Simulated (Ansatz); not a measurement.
Cost and result up the ladder for V(NH2)3 (VN3H6) (10 atoms). Charge 0, multiplicity 3. Geometry: PBE-D4/def2-SVP.

| atom | x (Å) | y (Å) | z (Å) |
| --- | --- | --- | --- |
| V1 | -0.3518 | -0.0512 | -0.1074 |
| N2 | -0.0073 | 1.6334 | 0.5801 |
| H3 | 0.8807 | 2.0093 | 0.9359 |
| H4 | -0.7304 | 2.3629 | 0.6511 |
| N5 | 0.2894 | -0.3290 | -1.8310 |
| H6 | 0.3658 | 0.4272 | -2.5227 |
| H7 | 0.8403 | -1.1286 | -2.1641 |
| N8 | -0.4711 | -1.3936 | 1.1741 |
| H9 | -0.8061 | -1.2203 | 2.1301 |
| H10 | -0.0095 | -2.3103 | 1.1539 |

Ansatz on 4 threads of Intel Xeon 6975P-C on a shared host. Times are rough, and most runs start from the orbitals of an earlier one. ωB97M-V/def2-TZVP serves as the yardstick here, not as an exact answer. Differences are given only for rows in sets of like size (and for xTB, whose basis is part of the method), since another set adds its own error. Binding counts from free atoms at the same level (V quartet, N quartet, H doublet; other spins of the atoms weren't run), without zero-point energy or a counterpoise term.

B3LYP takes the VWN-RPA correlation. Correlated methods freeze 8 core orbitals; core or outer-core shells of V are correlated, in sets that lack core-valence functions.

Correlated methods converge slowly with the basis.

```json
{"level": "CCSD(T)/def2-TZVP", "functions": "174", "binding energy per atom (eV)": "3.29", "difference from ωB97M-V/def2-TZVP (eV)": "-0.17"}
{"level": "PBE0-D4/def2-SVP", "functions": "103", "binding energy per atom (eV)": "3.46", "difference from ωB97M-V/def2-TZVP (eV)": "–"}
{"level": "B3LYP-D4/def2-TZVP", "functions": "174", "binding energy per atom (eV)": "3.52", "difference from ωB97M-V/def2-TZVP (eV)": "0.06"}
{"level": "ωB97M-V/def2-TZVP (with forces)", "functions": "174", "binding energy per atom (eV)": "3.46", "difference from ωB97M-V/def2-TZVP (eV)": "0.00"}
```

Q: Estimate how long each takes.

A: PBE0-D4/def2-SVP 1.3 s; B3LYP-D4/def2-TZVP 2.4 s; ωB97M-V/def2-TZVP (with forces) 16 s; CCSD(T)/def2-TZVP 65 s. On shared hardware such times vary by a factor of up to 3.
